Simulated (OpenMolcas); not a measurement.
**Levels of Mn V by method**

```json
{
 "Program": "OpenMolcas",
 "Basis": "ANO-RCC-VQZP [7s6p4d3f2g1h]",
 "Scalar Hamiltonian": "DKH2, point nucleus",
 "Active space": "3 electrons in 5 orbitals (3d)",
 "State averaging": "2S+1 = 4 even, 10 roots; 2S+1 = 2 even, 40 roots",
 "Spin-orbit coupling": "RASSI with atomic mean-field integrals over the reference wave functions, term energies averaged over their components"
}
```

Methods on the same reference wave functions:
A. CASSCF
B. SS-CASPT2, IPEA 0.25 Eh, imaginary shift 0.1 Eh (closed shells correlated: 3s 3p)
C. MS-CASPT2, IPEA 0.25 Eh, imaginary shift 0.1 Eh (closed shells correlated: 3s 3p)

Energies in cm⁻¹ above 3d³ ⁴F_3/2, the measured ground level; measured values from Corliss and Sugar, J. Phys. Chem. Ref. Data 6, 1253 (1977).

```
        Level      A      B      C  Measured
   3d³ ⁴F_3/2    0.0    0.0    0.0       0.0
   3d³ ⁴F_5/2    359    363    363       359
   3d³ ⁴F_7/2    850    854    854       835
   3d³ ⁴F_9/2   1459   1460   1460      1412
   3d³ ⁴P_1/2  20586  17060  17050     16434
   3d³ ⁴P_3/2  20736  17210  17190     16595
   3d³ ²G_7/2  21100  17830  17830     17892
   3d³ ⁴P_5/2  21162  17630  17630     17049
   3d³ ²G_9/2  21603  18340  18340     18399
   3d³ ²P_1/2  27795  24530  23380     23082
   3d³ ²H_9/2  27857  24850  25160     24975
  3d³ ²H_11/2  28236  25230  25550     25334
3d³ ²D_5/2(1)  30688  25030  25040     24630
   3d³ ²F_7/2  47806  41120  41120     40423
   3d³ ²F_5/2  48026  41340  41340     40707
3d³ ²D_5/2(2)  74673  64600  64590     62608
3d³ ²D_3/2(2)  74933  64850  64860     62854
```

Deviations, from unrounded energies. A percentage is the sum of absolute deviations over the sum of measured energies, with the sign that they share, or ± where signs differ.

| Against measurement | Levels | A | B | C |
| --- | --- | --- | --- | --- |
| mean absolute deviation (cm-1) | 16 | 4600 | 590 | 530 |
| fine structure of the ground term (%) | 3 | +2.4 | +2.7 | +2.7 |
| other terms of the ground configuration (%) | 13 | +19.0 | ±2.4 | ±2.1 |

C lies closest to measurement on these levels and A furthest from it. The largest miss of C in the table is 3d³ ²D_3/2(2), by +2000 cm-1. The ranking rests on the paired levels alone, and a cruder setting can come out closer through cancelling errors.

Between B and C the level of the table that moves most is 3d³ ²P_1/2, by 1100 cm-1 (lowest in C, highest in B). Moves below CASPT2's spread within the term are not significant.

The mean deviations of B to C differ by less than CASPT2's widest spread within a term (1000 cm-1), so their order carries little weight.

From A to B the spin-free energies of the other terms of 3d³ shown, above ⁴F, scale by factors of 0.81 to 0.89, as is usual when dynamic correlation screens the repulsion within a d or f shell.

The lowest spin-free term lies below A's lowest term by 0.371 hartree in B, 0.371 hartree in C.

Term energies are means over components that CASPT2 splits; among the terms shown or strongly mixed into the levels shown the widest spread is 1000 cm-1 (3d³ ⁴F, C). Without dynamic correlation excited terms often stand tens of per cent too high (terms of higher spin than the ground term too low), and those without a measured partner can miss by more than the paired ones (holds for A). The CASPT2 spread within a term exceeds the gap to the next term for 3d³ ²D(1) and 3d³ ²P, 3d³ ²P and 3d³ ²H, so the order of their levels is uncertain, and so are names and mixing where such terms share a J (holds for B). Measured partners are found by configuration, term and J. A level has none where our copy of the source lacks it or the pairing is in doubt (some pairs that miss far off the trend of their configuration count as doubtful), and it then counts in no deviation. Levels of configurations outside the active space are missing. The table leaves out levels that lie high or whose names do not pair safely across all columns.

A number in round brackets counts repeated terms of one configuration in the order of the reference energies.
